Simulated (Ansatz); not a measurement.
(ZnSe)2 ring (Zn2Se2). Total charge 0; singlet. Geometry r2SCAN-D4/def2-SVP; atoms count from 1.

Cartesian coordinates in Å:
```
Zn -0.813 0.566 -0.692
Se -0.335 -1.711 -1.005
Zn 0.813 -0.566 0.692
Se 0.335 1.711 1.005
```

Q: Estimate the Mulliken populations from the PBE0/def2-TZVP orbitals of Ansatz.

A: 
```json
{"atom": "Zn1", "charge (e)": "0.39", "d electrons": "10.05"}
{"atom": "Se2", "charge (e)": "-0.39", "d electrons": "–"}
{"atom": "Zn3", "charge (e)": "0.39", "d electrons": "10.05"}
{"atom": "Se4", "charge (e)": "-0.39", "d electrons": "–"}
```
Mulliken values and Mayer orders depend strongly on the basis.

Q: And the Mayer bond orders between bonded heavy atoms (over 0.3)?

A: Zn1–Se2 1.03 (2.35 Å); Zn1–Se4 1.03 (2.35 Å); Se2–Zn3 1.03 (2.35 Å); Zn3–Se4 1.03 (2.35 Å).
